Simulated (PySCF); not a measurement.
SCF from a fresh guess for singlet CrO₂Br₂, at the PBE0 minimum. PySCF input:

```python
from pyscf import gto, scf, dft
mol = gto.M(atom='''
Cr     0.000000    -0.000000     0.714380
O      1.243090    -0.000000     1.599270
O     -1.243090     0.000000     1.599270
Br     0.000000     1.869430    -0.558360
Br    -0.000000    -1.869430    -0.558360''',
    basis={'Cr': 'def2-SVP', 'O': 'def2-SVP', 'Br': 'def2-SVP'},
    charge=0, spin=0)
mf = dft.RKS(mol, xc='PBE')
mf.grids.atom_grid = (50, 194)
aux = {'Cr': 'def2-universal-JKFIT', 'O': 'def2-universal-JKFIT', 'Br': 'def2-universal-JKFIT'}
mf = mf.density_fit(auxbasis=aux)
mf.conv_tol = 1e-08
mf.diis_space = 10
mf.max_cycle = 60
mf.init_guess = 'minao'
mf.verbose = 4
mf.kernel()
```

Excerpt of the output (cycles and frontier levels):

```
init E= -6339.69526554091
  HOMO = -0.321886953785014  LUMO = -0.297964568472093  gap/eV = 0.65096
cycle= 1 E= -6339.85910738573  delta_E= -0.164  |g|= 2.73  |ddm|=  3.9
  HOMO = 0.194971061460365  LUMO = 0.208650772015823  gap/eV = 0.37224
cycle= 2 E= -6315.34546402596  delta_E= 24.5  |g|= 8.68  |ddm|= 23.8
  HOMO = -0.216583492039199  LUMO = -0.00265088557268056  gap/eV = 5.82140
cycle= 3 E= -6339.09403869819  delta_E= -23.7  |g|= 2.81  |ddm|= 23.3
  HOMO = -0.175616326226121  LUMO = -0.162755208255003  gap/eV = 0.34997
cycle= 4 E= -6328.89766272559  delta_E= 10.2  |g|= 6.93  |ddm|= 4.96
  HOMO = -0.269491146898609  LUMO = -0.236213424683156  gap/eV = 0.90553
cycle= 5 E= -6340.50684034603  delta_E= -11.6  |g|=  2.3  |ddm|= 3.87
  HOMO = -0.29151830635552  LUMO = -0.277931667643736  gap/eV = 0.36971
cycle= 6 E= -6338.34463000054  delta_E= 2.16  |g|= 4.41  |ddm|= 1.01
  HOMO = -0.296960233788565  LUMO = -0.264459103589347  gap/eV = 0.88440
... 12 lines left out ...
cycle= 13 E= -6341.36517000454  delta_E= -3.13e-06  |g|= 0.00228  |ddm|= 0.00402
  HOMO = -0.282142991972689  LUMO = -0.202388594242069  gap/eV = 2.17023
cycle= 14 E= -6341.36517081919  delta_E= -8.15e-07  |g|= 0.000821  |ddm|= 0.00168
  HOMO = -0.282129280148704  LUMO = -0.202402671403902  gap/eV = 2.16947
cycle= 15 E= -6341.36517094064  delta_E= -1.21e-07  |g|= 0.000218  |ddm|= 0.000494
  HOMO = -0.282131693879318  LUMO = -0.202407657382855  gap/eV = 2.16940
cycle= 16 E= -6341.36517094783  delta_E= -7.19e-09  |g|= 3.21e-05  |ddm|= 9.22e-05
  HOMO = -0.282132104442505  LUMO = -0.202410566616912  gap/eV = 2.16933
Extra cycle  E= -6341.36517093781  delta_E= 1e-08  |g|= 0.000241  |ddm|= 0.000147
converged SCF energy = -6341.36517093781
```

No lower solution of this spin was found by a stability analysis within the restricted form, which does not test spin polarisation.

The search for the lowest solution, with the stability check, took 13 s on 4 threads of a shared Arm Neoverse V2 host, with 123 basis functions; the process peaked at 0.4 GiB.
